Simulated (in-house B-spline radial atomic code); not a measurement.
Response and correlation of the lead ion Pb⁸⁰⁺

Closed shell 1s2. Computed with an all-electron radial atomic-structure program (B-spline basis): Dirac-Hartree-Fock, relativistic RPA (time-dependent Dirac-Hartree-Fock) for the response and second-order many-body perturbation theory for correlation, no-pair Dirac-Coulomb Hamiltonian, finite nucleus.

| multipole (bohr³, bohr⁵, bohr⁷) | uncoupled | coupled RPA |
| --- | --- | --- |
| dipole | 1.3124e-07 | 1.3218e-07 |
| quadrupole | 5.5923e-11 | ? |
| octupole | 6.6276e-14 | 6.6532e-14 |

(1) What is the coupled quadrupole polarisability?

(2) Which subshells carry the dipole polarisability?

(3) What does the dipole shielding factor come to?

Dipole polarisability at imaginary frequency:

```csv
u (Eh),α(iu) (bohr³)
0,1.322e-07
14.6,1.322e-07
36.5,1.322e-07
72.9,1.321e-07
109,1.32e-07
146,1.319e-07
219,1.315e-07
292,1.31e-07
364,1.303e-07
510,1.286e-07
729,1.251e-07
1090,1.175e-07
1460,1.081e-07
2190,8.855e-08
3640,5.717e-08
7290,2.228e-08
```

(4) What dispersion coefficients follow for two such ions (the dispersion part alone)?

Lowest J = 1 odd-parity excitations:

| energy (eV) | oscillator strength | leading channel | weight |
| --- | --- | --- | --- |
| 74489 | 0.213 | 1s1/2 → p1/2 | 1.0 |
| 77057 | 0.462 | 1s1/2 → p3/2 | 1.0 |
| 88898 | 0.0339 | 1s1/2 → p1/2 | 1.0 |
| 89663 | 0.0961 | 1s1/2 → p3/2 | 1.0 |

Second-order correlation energy by the highest angular momentum of the excited pair (hartree): s -0.02229, p -0.02575, d -0.003539, f -0.0009843, g -0.0003811, h -0.0001712, i -9.173e-05, k -5.401e-05.

(5) What is the second-order correlation energy at the partial-wave limit?

Results:

(1) 5.6223e-11 atomic units, +1 % against the uncoupled value.

(2) 1s1/2 100.0 %.

(3) The dipole shielding factor is 0.025, against the exact N/Z = 2/82 = 0.024 of the non-relativistic theorem.

(4) C6 = (3/π)∫α(iu)²du = 4.161e-11 hartree·bohr⁶ and C8 = 1.011e-13 hartree·bohr⁸.

(5) The listed waves sum to -0.053267 hartree; extrapolating the increments as (l + 1/2)⁻⁴ gives -0.053377 hartree, -0.726 eV per electron.
